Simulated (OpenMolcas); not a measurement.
Au3+ among 8 point charges of -1.2 e arranged as a cube (Oh).

| Property | Result |
| --- | --- |
| Program | OpenMolcas 26.06 |
| Method | SS-CASPT2, IPEA 0.25 Eh, imaginary shift 0.1 Eh (closed shells correlated: 5s 5p) |
| Basis | ANO-RCC-VDZP [7s6p4d2f] |
| Scalar Hamiltonian | DKH2, point nucleus |
| Active space | 8 electrons in 5 orbitals (5d) |
| State averaging | 2S+1 = 3 even, 10 roots; 2S+1 = 1 even, 15 roots |
| Spin-orbit coupling | state interaction with AMFI integrals over the reference wave functions |

All point charges move together. At R = 1.96 Å the first state of the same spin is 5570 cm-1, and at R = 2.14 Å it is 3720 cm-1.

Problem. A third run gives 2370 cm-1. What distance was it run at?

Solution. With a power law R^-n the two known points give n = -ln(3720 / 5570) / ln(2.14 / 1.96) = 4.59. Then R = 1.96 × (5570 / 2370)^(1/4.59) = 2.361 Å. The run was at 2.32 Å, so the estimate is off by +0.041 Å.

Roots that are degenerate in the reference are averaged as groups; the widest CASPT2 spread within a group is 300 cm-1 (the 3-fold group of multiplicity 3 near 2370 cm-1 above the lowest state of its run, R = 2.32). Shifts and gaps below about the spread of the groups concerned are not significant. Real 4d8 and 5d8 ions are as a rule square planar and diamagnetic. Free-ion shares, where given, are those of the reference states; single-state CASPT2 does not remix them. An orbital triplet at a regular site is open to Jahn-Teller coupling, which can distort the site and quench the lowest spin-orbit gaps and is left out (holds for R = 2.14; R = 2.32). Point charges carry no covalency, so the field is a model and not that of real ligands. No measured value stands beside these numbers.
